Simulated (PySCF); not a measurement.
C₄H₆ClF. Atoms are numbered in the order given.

```xyz
12

C     -2.2543    -0.2451     0.0324
C     -0.9225    -0.9186    -0.3025
C      0.2702    -0.0685    -0.0051
Cl     0.5343     0.3536     1.6704
C      1.1402     0.4079    -0.9057
F      1.0000     0.1296    -2.2092
H     -2.3004     0.0239     1.0985
H     -3.0950    -0.9205    -0.1867
H     -2.3895     0.6753    -0.5565
H     -0.8286    -1.8621     0.2652
H     -0.8789    -1.1810    -1.3717
H      2.0078     1.0321    -0.6765
```

Coordinates come from a r2SCAN-D4/def2-SVP optimisation. The structure was generated by enumeration; whether it is a known compound was not checked. One conformer was computed; it need not be the lowest.

Calculation: SMD-M06-2X/def2-SVP in PySCF.

Solvation free energies are E(SMD) − E(gas) at the gas-phase geometry, for 1 M in both phases. In vacuum the dipole moment is 0.47 D.

```
solvent        ΔG(solv) (kcal/mol)  its non-electrostatic (CDS) part  dipole (D)
-------------  -------------------  --------------------------------  ----------
water                          1.0                               3.9        0.54
methanol                      -3.2                              -0.3        0.54
cyclohexanone                 -2.8                              -0.2        0.54
```
